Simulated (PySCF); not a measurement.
## How the method moves the HOMO and LUMO of `Bc1ccco1`

Compound: C4H5BO.
Cartesian coordinates in Å at the PBE0-D3(BJ)/def2-SVP level; atoms count from 1:
```
atom  x, y, z in Å
B1     2.1184   -0.0511    0.0678
C2     0.6072    0.0294    0.0256
C3    -0.3667   -0.9188   -0.2502
C4    -1.6259   -0.2873   -0.1411
C5    -1.3434    1.0149    0.1943
O6    -0.0375    1.2155    0.2956
H7     2.6405   -1.1122   -0.1772
H8     2.7822    0.9191    0.3391
H9    -0.1671   -1.9590   -0.5020
H10   -2.6130   -0.7201   -0.2874
H11   -1.9839    1.8748    0.3835
```

Basis pcSseg-2 throughout (PySCF), one geometry. Isolated species at its PBE0-D3(BJ)/def2-SVP geometry, gas phase.

How do the orbital energies, the gap and the dipole change with the method?

```json
{"method": "BLYP", "kind": "GGA", "HOMO (eV)": "-6.16", "LUMO (eV)": "-2.66", "gap (eV)": "3.50", "μ (D)": "2.53", "SCF cycles": "16"}
{"method": "B97-D", "kind": "GGA", "HOMO (eV)": "-6.22", "LUMO (eV)": "-2.66", "gap (eV)": "3.56", "μ (D)": "2.48", "SCF cycles": "16"}
{"method": "KT3", "kind": "GGA", "HOMO (eV)": "-6.27", "LUMO (eV)": "-2.73", "gap (eV)": "3.54", "μ (D)": "2.47", "SCF cycles": "16"}
{"method": "OPBE", "kind": "GGA", "HOMO (eV)": "-6.28", "LUMO (eV)": "-2.71", "gap (eV)": "3.58", "μ (D)": "2.47", "SCF cycles": "17"}
{"method": "KT2", "kind": "GGA", "HOMO (eV)": "-6.29", "LUMO (eV)": "-2.78", "gap (eV)": "3.51", "μ (D)": "2.53", "SCF cycles": "17"}
{"method": "PBE", "kind": "GGA", "HOMO (eV)": "-6.34", "LUMO (eV)": "-2.82", "gap (eV)": "3.52", "μ (D)": "2.53", "SCF cycles": "16"}
{"method": "BP86", "kind": "GGA", "HOMO (eV)": "-6.42", "LUMO (eV)": "-2.89", "gap (eV)": "3.53", "μ (D)": "2.53", "SCF cycles": "16"}
{"method": "LDA", "kind": "LDA", "HOMO (eV)": "-6.57", "LUMO (eV)": "-3.08", "gap (eV)": "3.49", "μ (D)": "2.59", "SCF cycles": "16"}
{"method": "B97-2", "kind": "global hybrid", "HOMO (eV)": "-6.98", "LUMO (eV)": "-1.95", "gap (eV)": "5.04", "μ (D)": "2.37", "SCF cycles": "14"}
{"method": "B3LYP", "kind": "global hybrid", "HOMO (eV)": "-7.04", "LUMO (eV)": "-2.14", "gap (eV)": "4.90", "μ (D)": "2.42", "SCF cycles": "14"}
{"method": "PBE0", "kind": "global hybrid", "HOMO (eV)": "-7.24", "LUMO (eV)": "-1.95", "gap (eV)": "5.28", "μ (D)": "2.39", "SCF cycles": "14"}
{"method": "mPW1PW91", "kind": "global hybrid", "HOMO (eV)": "-7.25", "LUMO (eV)": "-1.96", "gap (eV)": "5.29", "μ (D)": "2.39", "SCF cycles": "14"}
{"method": "BHandHLYP", "kind": "global hybrid", "HOMO (eV)": "-7.97", "LUMO (eV)": "-0.97", "gap (eV)": "7.00", "μ (D)": "2.29", "SCF cycles": "13"}
{"method": "CAM-B3LYP", "kind": "range-separated hybrid", "HOMO (eV)": "-8.43", "LUMO (eV)": "-0.91", "gap (eV)": "7.52", "μ (D)": "2.28", "SCF cycles": "13"}
{"method": "wB97X-D", "kind": "range-separated hybrid", "HOMO (eV)": "-8.95", "LUMO (eV)": "-0.18", "gap (eV)": "8.77", "μ (D)": "2.23", "SCF cycles": "15"}
{"method": "HF", "kind": "Hartree–Fock", "HOMO (eV)": "-8.99", "LUMO (eV)": "1.39", "gap (eV)": "10.38", "μ (D)": "2.18", "SCF cycles": "12"}
{"method": "LC-wPBE", "kind": "range-separated hybrid", "HOMO (eV)": "-9.71", "LUMO (eV)": "0.14", "gap (eV)": "9.85", "μ (D)": "2.10", "SCF cycles": "15"}
```

The HOMO spans 3.55 eV, from BLYP down to LC-wPBE, and the gap runs from 3.49 eV (LDA) to 10.38 eV (HF). Over the methods BLYP (0 %), B97-D (0 %), KT3 (0 %), OPBE (0 %), KT2 (0 %), PBE (0 %), BP86 (0 %), LDA (0 %), B97-2 (21 %), B3LYP (20 %), PBE0 (25 %), mPW1PW91 (25 %), BHandHLYP (50 %), HF (100 %), a straight line through the gap against the share of exact exchange rises by 0.69 eV for each 10 % (correlation coefficient 1.000). The dipole ranges from 2.10 D (LC-wPBE) to 2.59 D (LDA). This basis has no diffuse functions.
